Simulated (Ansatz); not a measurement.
Harmonic frequencies (cm⁻¹) at PBE0-D4/def2-TZVP from Ansatz: 147, 291, 295, 362, 436, 504, 522, 712, 800, 876, 1012, 1046, 1280, 1313, 1640, 2707, 3566, 3660.

Each molecule was computed in one conformer, which needn't be the lowest.

Which molecule is it?
A. `FC[NH][AlH2]`
B. `NC(F)(F)S`
C. `C=NC(=N)O`
D. `OC1(F)N[SiH2]1`

B.
